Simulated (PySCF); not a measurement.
Pt²⁺ (platinum, charge +2) across methods

[Xe] 4f14 5d8, high-spin 3F determinant. All numbers are calculated (PySCF 2.14, a scalar-relativistic core potential, in aug-cc-pVTZ-PP with one added diffuse shell each of s, p, d, f, g type with ECP60MDF (7s7p6d4f3g, 113 functions)).

```csv
method,E (hartree),mean ε 5p β (eV),mean ε 5d α (eV),mean ε 5d β (eV),Σ⟨r²⟩ (bohr²),⟨S²⟩
UHF,-117.61757,-88.093,-32.605,-30.868,32.92,2.004
TPSSh,-118.3173,-77.666,-27.134,-25.959,33.23,2.001
PBE,-118.3663,-76.123,-26.523,-25.336,33.38,2.001
PBE0,-118.3429,-79.397,-28.268,-26.970,33.17,2.001
M06,-118.3448,-79.135,-28.276,-26.888,33.17,2.002
r2SCAN,-118.3887,-77.321,-26.837,-25.515,33.09,2.002
PBEsol,-118.2008,-76.032,-26.514,-25.283,33.43,2.001
LDA,-118.1077,-76.216,-26.698,-25.469,33.60,2.000
```

Energies and moments cover only the electrons outside the core potential. Spin-orbit coupling, absent here, splits the open shell strongly.
